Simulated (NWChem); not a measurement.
System: C2HCl3 cation, doublet; SMILES of the neutral closed-shell parent ClC(=CCl)Cl

Input file for NWChem:

```
start job
memory heap 200 mb stack 900 mb global 1100 mb
charge 1
geometry units angstroms
  Cl    -0.363373    -2.206772     0.000000
  C     -0.920011    -0.658945     0.000000
  C     -0.065431     0.466677     0.000000
  Cl     1.589679     0.316757     0.000000
  Cl    -0.763694     1.979343     0.000000
  H     -2.006256    -0.506892     0.000000
end
basis spherical
  * library 3-21g
end
dft
  odft
  mult 2
  xc hfexch
  iterations 150
end
driver
  maxiter 120
end
task dft optimize
task dft freq
```

Excerpt of the output:

```
             Northwest Computational Chemistry Package (NWChem) 7.3.0
             --------------------------------------------------------

 CS  symmetry detected

                             Geometry "geometry" -> ""
                             -------------------------

 Output coordinates in angstroms (scale by  1.889725989 to convert to a.u.)

  No.       Tag          Charge          X              Y              Z
 ---- ---------------- ---------- -------------- -------------- --------------
    1 Cl                  17.0000    -0.35424782    -2.20589902     0.00000000
    2 C                    6.0000    -0.91668901    -0.66017130     0.00000000
    3 C                    6.0000    -0.06633811     0.46864897     0.00000000
    4 Cl                  17.0000     1.58932271     0.32493964     0.00000000
    5 Cl                  17.0000    -0.77027138     1.97868460     0.00000000
    6 H                    1.0000    -2.00349683    -0.51219472     0.00000000

 Effective nuclear repulsion energy (a.u.)     322.9106639823

      Symmetry information
      --------------------

 Group name             Cs
 Group number              2
 Group order               2
 No. of unique centers     6

                                Z-matrix (autoz)
                                --------

 Units are Angstrom for bonds and degrees for angles

      Type          Name      I     J     K     L     M      Value
      ----------- --------  ----- ----- ----- ----- ----- ----------
    1 Stretch                  1     2                       1.64488
    2 Stretch                  2     3                       1.41327
    3 Stretch                  2     6                       1.09684
    4 Stretch                  3     4                       1.66189
    5 Stretch                  3     5                       1.66605
    6 Bend                     1     2     3               123.01410
    7 Bend                     1     2     6               117.74839
    8 Bend                     2     3     4               122.03029
    9 Bend                     2     3     5               118.01542
   10 Bend                     3     2     6               119.23751
   11 Bend                     4     3     5               119.95429
   12 Torsion                  1     2     3     4           0.00000
   13 Torsion                  1     2     3     5         180.00000
   14 Torsion                  4     3     2     6         180.00000
   15 Torsion                  5     3     2     6           0.00000

  xc_inp: hfexch multiplicative factor not found.

                           NWChem Geometry Optimization
                           ----------------------------

 maximum gradient threshold         (gmax) =   0.000450
 rms gradient threshold             (grms) =   0.000300
 maximum cartesian step threshold   (xmax) =   0.001800
 rms cartesian step threshold       (xrms) =   0.001200
 fixed trust radius                (trust) =   0.300000
 source of zmatrix                         =   autoz

          -------------------
          Energy Minimization
          -------------------

 Using diagonal initial Hessian
 Scaling for Hessian diagonals: bonds = 1.00  angles = 0.25  torsions = 0.10

          --------
          Step   0

                                 NWChem DFT Module
                                 -----------------

 Summary of "ao basis" -> "ao basis" (spherical)
 ------------------------------------------------------------------------------
       Tag                 Description            Shells   Functions and Types
 ---------------- ------------------------------  ------  ---------------------
 Cl                          3-21g                   7       13   4s3p
 C                           3-21g                   5        9   3s2p
 H                           3-21g                   2        2   2s

      Symmetry analysis of basis
      --------------------------

        a'         46
        a"         13

            General Information
            -------------------
          SCF calculation type: DFT
          Wavefunction type:  spin polarized.
          No. of atoms     :     6
          No. of electrons :    63
           Alpha electrons :    32
            Beta electrons :    31
          Charge           :     1
          Spin multiplicity:     2
          Use of symmetry is: on ; symmetry adaption is: on
          Maximum number of iterations: 150
          AO basis - number of functions:    59
                     number of shells:    33
          Convergence on energy requested:  1.00D-06
          Convergence on density requested:  1.00D-05
          Convergence on gradient requested:  5.00D-04

              XC Information
              --------------
                     Hartree-Fock (Exact) Exchange  1.000

      Superposition of Atomic Density Guess
      -------------------------------------

 Sum of atomic energies:       -1447.27649172

 Renormalizing density from      64.00 to     63

      Non-variational initial energy
      ------------------------------

 Total energy =   -1435.037489
 1-e energy   =   -2601.883550
 2-e energy   =     843.935397
 HOMO         =      -0.472276
 LUMO         =      -0.208904

   Symmetry analysis of molecular orbitals - initial alpha
   -------------------------------------------------------

  Numbering of irreducible representations:

     1 a'          2 a"

  Orbital symmetries:

     1 a'          2 a'          3 a'          4 a'          5 a'
     6 a'          7 a'          8 a'          9 a'         10 a'
    11 a"         12 a'         13 a'         14 a'         15 a"
    16 a'         17 a"         18 a'         19 a'         20 a'
    21 a'         22 a'         23 a'         24 a'         25 a"
    26 a'         27 a"         28 a"         29 a'         30 a'
    31 a'         32 a"         33 a"         34 a'         35 a'
    36 a'         37 a'         38 a'         39 a'         40 a'
    41 a'         42 a"

   Symmetry analysis of molecular orbitals - initial beta
   ------------------------------------------------------

  Numbering of irreducible representations:

     1 a'          2 a"

  Orbital symmetries:

     1 a'          2 a'          3 a'          4 a'          5 a'
     6 a'          7 a'          8 a'          9 a'         10 a'
    11 a"         12 a'         13 a'         14 a'         15 a"
    16 a'         17 a"         18 a'         19 a'         20 a'
    21 a'         22 a'         23 a'         24 a'         25 a"
    26 a'         27 a"         28 a"         29 a'         30 a'
    31 a'         32 a"         33 a"         34 a'         35 a'
    36 a'         37 a'         38 a'         39 a'         40 a'
    41 a'         42 a"

   convergence    iter        energy       DeltaE   RMS-Dens  Diis-err
 ---------------- ----- ----------------- --------- --------- ---------
 d= 0,ls=0.0,diis     1  -1447.1863153121 -1.77D+03  1.86D-02  2.96D-01
                                                     1.74D-02  3.01D-01
 d= 0,ls=0.0,diis     2  -1447.2752026101 -8.89D-02  7.49D-03  1.48D-01
                                                     7.46D-03  1.53D-01
 d= 0,ls=0.0,diis     3  -1447.3526883934 -7.75D-02  1.52D-03  1.62D-03
                                                     1.28D-03  1.35D-03
 d= 0,ls=0.0,diis     4  -1447.3543942811 -1.71D-03  6.94D-04  1.70D-04
                                                     5.79D-04  1.57D-04
 d= 0,ls=0.0,diis     5  -1447.3547256614 -3.31D-04  2.45D-04  3.54D-05
                                                     1.79D-04  2.80D-05
  Resetting Diis
 d= 0,ls=0.0,diis     6  -1447.3548006574 -7.50D-05  1.83D-04  1.10D-05
                                                     1.28D-04  7.16D-06
 d= 0,ls=0.0,diis     7  -1447.3548319534 -3.13D-05  5.10D-05  2.36D-06
                                                     3.94D-05  3.01D-06
 d= 0,ls=0.0,diis     8  -1447.3548375367 -5.58D-06  5.38D-05  1.48D-06
                                                     3.98D-05  1.21D-06
 d= 0,ls=0.0,diis     9  -1447.3548419434 -4.41D-06  8.85D-05  6.28D-07
                                                     6.70D-05  8.63D-07
 d= 0,ls=0.0,diis    10  -1447.3548455005 -3.56D-06  1.43D-05  9.15D-08
                                                     1.18D-05  6.30D-08
 d= 0,ls=0.0,diis    11  -1447.3548457563 -2.56D-07  1.45D-05  3.17D-08
                                                     1.15D-05  4.45D-08
 d= 0,ls=0.0,diis    12  -1447.3548459219 -1.66D-07  8.99D-06  1.43D-08
                                                     6.99D-06  1.14D-08

[...]

      ----------------------
      Optimization converged
      ----------------------

  Step       Energy      Delta E   Gmax     Grms     Xrms     Xmax
  ---- ---------------- -------- -------- -------- -------- --------
@    5   -1447.36342862 -2.4D-07  0.00004  0.00002  0.00035  0.00070
                                     ok       ok       ok       ok

                                Z-matrix (autoz)
                                --------

 Units are Angstrom for bonds and degrees for angles

      Type          Name      I     J     K     L     M      Value     Gradient
      ----------- --------  ----- ----- ----- ----- ----- ---------- ----------
    1 Stretch                  1     2                       1.71999   -0.00000
    2 Stretch                  2     3                       1.38248   -0.00002
    3 Stretch                  2     6                       1.07147    0.00000
    4 Stretch                  3     4                       1.72396    0.00004
    5 Stretch                  3     5                       1.73140   -0.00002
    6 Bend                     1     2     3               123.30347    0.00004
    7 Bend                     1     2     6               116.60227   -0.00002
    8 Bend                     2     3     4               122.94096    0.00003
    9 Bend                     2     3     5               118.63346   -0.00002
   10 Bend                     3     2     6               120.09426   -0.00001
   11 Bend                     4     3     5               118.42559   -0.00001
   12 Torsion                  1     2     3     4           0.00000    0.00000
   13 Torsion                  1     2     3     5         180.00000    0.00000
   14 Torsion                  4     3     2     6         180.00000    0.00000
   15 Torsion                  5     3     2     6           0.00000    0.00000

                         Geometry "geometry" -> "geometry"
                         ---------------------------------

 Output coordinates in angstroms (scale by  1.889725989 to convert to a.u.)

  No.       Tag          Charge          X              Y              Z
 ---- ---------------- ---------- -------------- -------------- --------------
    1 Cl                  17.0000    -0.35509502    -2.26688476     0.00000000
    2 C                    6.0000    -0.92609348    -0.64444212     0.00000000
    3 C                    6.0000    -0.08818237     0.45516891     0.00000000
    4 Cl                  17.0000     1.63076966     0.32390789     0.00000000
    5 Cl                  17.0000    -0.79403345     2.03616095     0.00000000
    6 H                    1.0000    -1.98908579    -0.50990270     0.00000000

 Effective nuclear repulsion energy (a.u.)     314.7820534422

      Symmetry information
      --------------------

 Group name             Cs
 Group number              2
 Group order               2
 No. of unique centers     6

                Final and change from initial internal coordinates
                --------------------------------------------------

                                Z-matrix (autoz)
                                --------

 Units are Angstrom for bonds and degrees for angles

      Type          Name      I     J     K     L     M      Value       Change
      ----------- --------  ----- ----- ----- ----- ----- ---------- ----------
    1 Stretch                  1     2                       1.71999    0.07511
    2 Stretch                  2     3                       1.38248   -0.03079
    3 Stretch                  2     6                       1.07147   -0.02536
    4 Stretch                  3     4                       1.72396    0.06207
    5 Stretch                  3     5                       1.73140    0.06535
    6 Bend                     1     2     3               123.30347    0.28936
    7 Bend                     1     2     6               116.60227   -1.14612
    8 Bend                     2     3     4               122.94096    0.91067
    9 Bend                     2     3     5               118.63346    0.61804
   10 Bend                     3     2     6               120.09426    0.85675
   11 Bend                     4     3     5               118.42559   -1.52870
   12 Torsion                  1     2     3     4           0.00000    0.00000
   13 Torsion                  1     2     3     5         180.00000    0.00000
   14 Torsion                  4     3     2     6         180.00000    0.00000
   15 Torsion                  5     3     2     6           0.00000    0.00000

[...]

 Rotational Constants
 --------------------
 A=   0.126043 cm-1  (  0.181343 K)
 B=   0.050157 cm-1  (  0.072163 K)
 C=   0.035879 cm-1  (  0.051621 K)

 Temperature                      =   298.15K
 frequency scaling parameter      =   1.0000

 Zero-Point correction to Energy  =   16.289 kcal/mol  (  0.025958 au)
 Thermal correction to Energy     =   19.613 kcal/mol  (  0.031255 au)
 Thermal correction to Enthalpy   =   20.205 kcal/mol  (  0.032199 au)

 Total Entropy                    =   77.520 cal/mol-K
   - Translational                =   40.480 cal/mol-K (mol. weight = 129.9144)
   - Rotational                   =   28.342 cal/mol-K (symmetry #  =        1)
   - Vibrational                  =    8.698 cal/mol-K

 Cv (constant volume heat capacity) =   16.569 cal/mol-K
   - Translational                  =    2.979 cal/mol-K
   - Rotational                     =    2.979 cal/mol-K
   - Vibrational                    =   10.610 cal/mol-K

[normal modes left out]

 ----------------------------------------------------------------------------
 Normal Eigenvalue ||           Projected Infra Red Intensities
  Mode   [cm**-1]  || [atomic units] [(debye/angs)**2] [(KM/mol)] [arbitrary]
 ------ ---------- || -------------- ----------------- ---------- -----------
    1       -0.000 ||    0.003841           0.089         3.744       1.003
    2       -0.000 ||    0.005952           0.137         5.802       1.554
    3       -0.000 ||    0.006097           0.141         5.944       1.592
    4       -0.000 ||    0.000171           0.004         0.167       0.045
    5        0.000 ||    0.004082           0.094         3.979       1.066
    6        0.000 ||    0.005161           0.119         5.032       1.348
    7      152.983 ||    0.011874           0.274        11.576       3.101
    8      193.599 ||    0.002329           0.054         2.271       0.608
    9      288.476 ||    0.000330           0.008         0.322       0.086
   10      392.974 ||    0.000954           0.022         0.930       0.249
   11      524.051 ||    0.006675           0.154         6.507       1.743
   12      625.596 ||    0.061043           1.408        59.508      15.940
   13      845.234 ||    0.308478           7.117       300.720      80.550
   14      967.426 ||    0.028365           0.654        27.652       7.407
   15     1011.432 ||    0.129266           2.982       126.014      33.754
   16     1432.402 ||    0.015031           0.347        14.653       3.925
   17     1569.909 ||    0.009052           0.209         8.825       2.364
   18     3395.793 ||    0.090635           2.091        88.355      23.667
 ----------------------------------------------------------------------------
```

Level: UHF/3-21G. In the optimisation the excess spin sits in a" (Cs, its own frame). This spin state was assumed; another may lie lower. No stability test was run on the SCF state.
